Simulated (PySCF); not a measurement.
In(H)(OH)2(py), C₅H₈InNO₂, singlet (GFN2-xTB optimised geometry):

```
17

In    -0.733    -0.594     0.000
H     -1.663    -1.833    -0.631
O      1.234    -0.594     0.000
H      1.663    -1.240    -0.553
O     -1.354     1.258     0.000
H     -0.650     1.833    -0.297
C     -1.582    -0.606     4.921
C     -0.414    -0.095     4.377
C     -0.196    -0.246     3.018
N     -1.059    -0.865     2.231
C     -2.180    -1.351     2.739
C     -2.485    -1.247     4.085
H     -1.790    -0.503     5.976
H      0.311     0.415     4.993
H      0.691     0.131     2.522
H     -2.845    -1.833     2.032
H     -3.408    -1.652     4.469
```

Level of theory: CAM-B3LYP/def2-SVP, def2 effective core potentials past Kr run with PySCF.

Question: What are the frontier orbital energies and the dipole moment?

Answer: HOMO-2 -8.86 eV, HOMO-1 -8.50 eV, HOMO -8.24 eV, LUMO -0.56 eV, LUMO+1 0.00 eV; dipole moment 5.53 D.

On the same geometry PBE/def2-SVP, def2 effective core potentials past Kr run with PySCF 2.14.0 gives HOMO-2 -5.83 eV, HOMO-1 -5.38 eV, HOMO -5.15 eV, LUMO -2.64 eV, LUMO+1 -2.15 eV; dipole moment 5.41 D.
